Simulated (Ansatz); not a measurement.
`[I][GeH]([I])[I]`, relaxed with RKS PBE-D4/def2-SVP in the Gaussian-basis code of Ansatz from a rough embedded geometry. The force threshold is 0.03 eV/Å; the program also tests the step.

The species carries charge 0 and has multiplicity 1. I: def2 effective core potential.

Start:

```xyz
5

I    -2.220    0.383    1.031
Ge    0.118    0.094    0.128
I     0.539   -2.366   -0.159
I     0.407    1.200   -2.103
H     1.157    0.689    1.104
```

Task: How much energy does the relaxation release, and in how many steps? (An estimate is asked.)

Result: The calculation gave: 1.54 kJ/mol, in 2 steps.

Task: Which bonds change most? (Estimate.)

Result: Ansatz gave: Ge2–I4 from 2.506 to 2.535 Å; Ge2–I3 from 2.512 to 2.535 Å; I1–Ge2 from 2.523 to 2.534 Å; Ge2–H5 from 1.545 to 1.550 Å.

Task: Give the relaxed structure. (An estimate is asked.)

Result: Computed: 
```xyz
5

I    -2.219    0.433    1.024
Ge    0.118    0.069    0.115
I     0.582   -2.410   -0.138
I     0.379    1.243   -2.116
H     1.141    0.666    1.115
```
